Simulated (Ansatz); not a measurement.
The free Nb atom, lowest solution found in each spin (singlets restricted, other states unrestricted); no spin–orbit coupling, and no relativity up to Kr.

Correlated levels freeze the inner cores; with def2 sets outer-core shells near the valence are correlated too. CBS(a, b) extrapolates the correlation energy as X⁻³ and adds the Hartree–Fock energy of set b.

The values were computed with Ansatz (a program for electronic structure). Each number belongs to the level named beside it. In def2 rows elements past Kr take small-core potentials, without spin–orbit coupling.

| level | energy of multiplicity 4 less that of multiplicity 6 (kcal/mol) |
|---|---|
| B97M-V/def2-TZVPP | 13.17 |
| B3LYP/def2-TZVPP | 5.62 |
| CAM-B3LYP/def2-TZVPP | ___ |
| wB97M-V/def2-TZVPP | 4.95 |
| B2PLYP/def2-TZVPP | 3.40 |
| CCSD/def2-TZVPP | 5.70 |
| CCSD/def2-QZVPP | ___ |
| CCSD(T)/def2-TZVPP | 3.44 |
| CCSD(T)/CBS(def2-TZVPP, def2-QZVPP) | 4.95 |

Task: Some entries are withheld; supply them.

Result: 
- CAM-B3LYP/def2-TZVPP, energy of multiplicity 4 less that of multiplicity 6 (kcal/mol): 3.76
- CCSD/def2-QZVPP, energy of multiplicity 4 less that of multiplicity 6 (kcal/mol): 6.61

Doubts at one or more of the structures used: a spin-contaminated determinant (B3LYP/def2-TZVPP).
